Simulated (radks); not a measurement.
Question: The mean radii <r> (bohr) of the occupied orbitals of an atom or ion are listed with their occupations. All-electron calculation, scalar-relativistic Kohn-Sham, HCTH/407, spin-polarised, spherical densities, finite nucleus; Fermi nuclear charge, rms radius of each element as measured or else 0.836 A^(1/3) + 0.57 fm. Program: a radial shooting solver on a logarithmic mesh with Libxc functionals.

| orbital | occ. | <r> |
|---|---|---|
| 1s up | 1 | 0.1037 |
| 1s down | 1 | 0.1037 |
| 2s up | 1 | 0.5178 |
| 2s down | 1 | 0.5179 |
| 2p up | 3 | 0.4826 |
| 2p down | 3 | 0.4826 |
| 3p up | 3 | 2.232 |
| 3p down | 2 | 2.330 |

Name the element and its charge. Open shells, if any, are filled with parallel spins first.

Answer: Z = 15, phosphorus, charge 0: P in [Ne] 3p5. The 1s radius gives Z: for a bare nucleus <r> = (2 gamma + 1)/(2Z) with gamma = sqrt(1 - (Z/c)^2), 0.0996 bohr for Z = 15, and screening makes it slightly larger (0.1037 here). The occupations add up to 15, and the charge is Z minus that.
